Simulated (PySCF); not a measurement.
Atoms are numbered as in `[BH2:1][PH2+:2][SiH2:3][N:4]([CH3:5])[CH3:6]` (H(Xn): hydrogen on atom n).

Geometry: PBE0-D3(BJ)/def2-SVP; GIAO shifts from PySCF, gas phase, non-relativistic, averaged over equivalent atoms.

At PBE/pcSseg-1 (176 basis functions, 34 s wall time on 1 thread of an Arm Neoverse V1, shared host):
```tsv
atoms	δ (ppm)
B1	89.5
P2	-147.5
Si3	-22.4
N4	65.0
C5/C6	41.3
H(B1)	8.94
H(Si3)	5.86
H(P2)	5.34
H(C5)/H(C6)	2.69
```

References, each an isolated molecule treated in the same way: ¹¹B (σ = 94.77 ppm) vs BF3·OEt2; ³¹P (σ = 295.64 ppm) against H3PO4; TMS for ²⁹Si (σ = 334.61 ppm), ¹³C (σ = 180.03 ppm), ¹H (σ = 31.20 ppm); ¹⁵N (σ = 265.06 ppm) vs NH3.

Predict the values at PBE0/pcSseg-1 on the same geometry.

Results:


```csv
atoms,δ at PBE0/pcSseg-1,change
B1,92.1,+2.6
P2,-152.6,-5.1
Si3,-21.9,+0.5
N4,43.9,-21.1
C5/C6,39.5,-1.8
H(B1),8.98,+0.04
H(Si3),5.71,-0.15
H(P2),5.20,-0.14
H(C5)/H(C6),2.65,-0.04
```

References, each an isolated molecule treated in the same way: BF3·OEt2 for ¹¹B (100.73 ppm); ³¹P (310.13 ppm) against H3PO4; ²⁹Si (351.99 ppm), ¹³C (184.41 ppm), ¹H (31.27 ppm) against TMS; ¹⁵N (265.67 ppm) vs NH3.

The largest change is at N4 (nitrogen bonded to 2 C, Si). Cost: 176 basis functions, 23 s wall time on 1 thread of an Arm Neoverse V1, shared host.

Experimental scales use liquid or dissolved standards, which lie at an offset from isolated NH3 (liquid NH3: subtract about 20 ppm) and H3PO4.
